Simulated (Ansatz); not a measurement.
# Forces on a displaced structure

SiH$_{2}$SeS (SMILES S=[SiH][SeH]), singlet, displaced at random from a GFN2-xTB minimum.

```xyz
5
angstrom
S -2.1958 0.1001 0.9037
Si -0.4424 -0.5188 0.1287
Se 1.5266 0.6546 0.3484
H -0.1204 -1.7156 -0.6325
H 1.2435 1.4644 -0.8048
```

Ansatz 0.2.0; basis: def2-TZVPP; cores frozen in the correlated methods. Filled d shells of the heavier atoms are correlated. The def2 sets are not built for correlating such inner shells, so the correlated values are less sure here.

CCSD(T) forces from the calculation:
| atom | Fx | Fy | Fz (eV/Å) |
| --- | --- | --- | --- |
| S1 | 1.430 | -0.723 | -0.747 |
| Si2 | -1.017 | 1.347 | 0.872 |
| Se3 | 0.014 | -0.507 | 0.550 |
| H4 | -0.203 | -0.460 | -0.162 |
| H5 | -0.224 | 0.343 | -0.513 |

Root-mean-square difference of the force components from those of CCSD(T): PBE0-D4 0.144; wB97M-V 0.178; r2SCAN-D4 0.092; PBE-D4 0.179; SPW92 0.186; r2SCAN0-D4 0.191 eV/Å.

T1 diagnostic: at most 0.016.

For scale, one of the runs: CCSD(T)/def2-TZVPP forces, 160 basis functions (an equivalent command: `ansatz run in.yaml --threads 4`). Time: 2.2 min of wall clock on 4 CPU threads; the host was shared. Peak host memory: 1.9 GiB.
